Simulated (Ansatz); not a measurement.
Atomisation energy: 6 cases among radicals of silicon compounds with O, N or halogens, in kcal/mol. Structures are relaxed separately at B3LYP-D3(BJ)/def2-TZVP in Ansatz (a program for electronic structure), one conformer each, not searched for the lowest. Valence correlation only, unless marked. Open shells are spin-unrestricted. Spin-orbit coupling is left out. No relativistic terms. Atomisation energies are electronic, to ground-state atoms; the column to compare with has the core term from cc-pwCVTZ added, other frozen-core levels have none. The column to compare with is coupled cluster with Ansatz, a level with limits of its own, on species with small T1 and stable references: CCSD(T)/CBS(cc-pV(T+d)Z,cc-pV(Q+d)Z). Basis-set limits of correlation are two-point, X^-3; Hartree-Fock from the larger set.

The cases are a random draw of a share (7 cases) of this class's members that had been run, up to Cl and in the lowest spin state found, with this coupled-cluster level, T1 under 0.025 (0.045 for open shells), stable and nearly pure references and no caution of the program. Left out: atoms, ions and triplets as subjects, saddle points, species that the lists mark as multireference, runs with a caution of the program, species with a measured enthalpy of formation or without the core term. The levels beside PBE were drawn at random too.

```tsv
species (SMILES)	coupled cluster
C[Si](C)N[SiH3]	1258.4
[CH2][Si@H](Cl)N[SiH3]	963.4
N[Si](N)O	765.4
C[Si](C)F	897.5
[CH2][SiH2]F	581.7
N[Si](O)O	711.0
```

Problem. Rank these levels by how close they come to the coupled-cluster column on average, closest first: PBE/def2-TZVPD (Ansatz); r2SCAN/def2-TZVPD (Ansatz); r2SCAN-D4/def2-TZVPD (Ansatz + dftd4); HSE06/def2-TZVPD (Ansatz); CAM-B3LYP/def2-TZVPD (Ansatz); CCSD(T)/cc-pV(D+d)Z (Ansatz).

Solution. r2SCAN-D4/def2-TZVPD (mean absolute difference 2.63, signed -2.13 kcal/mol), CAM-B3LYP/def2-TZVPD (mean absolute difference 2.97, signed -2.97 kcal/mol), r2SCAN/def2-TZVPD (mean absolute difference 3.43, signed -3.33 kcal/mol), PBE/def2-TZVPD (mean absolute difference 5.92, signed 0.52 kcal/mol), HSE06/def2-TZVPD (mean absolute difference 10.77, signed -10.77 kcal/mol), CCSD(T)/cc-pV(D+d)Z (mean absolute difference 87.25, signed -87.25 kcal/mol)
